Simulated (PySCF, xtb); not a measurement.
Be(Cl)(OSiH3) (BeClH₃OSi), SMILES [Be]([Cl])[O][SiH3].

GFN2-xTB in xtb at its own geometry gives an orbital gap of 6.12 eV and a dipole moment of 2.35 D.

Coordinates come from a PBE0-D3(BJ)/def2-SVP optimisation. Other conformers were not sampled.

Q: What does r2SCAN/def2-TZVPD run with PySCF give? (An estimate is asked for; the answer gives what the named calculation found.)

A: gap 7.09 eV (levels -7.96 and -0.87 eV), dipole 1.10 D.
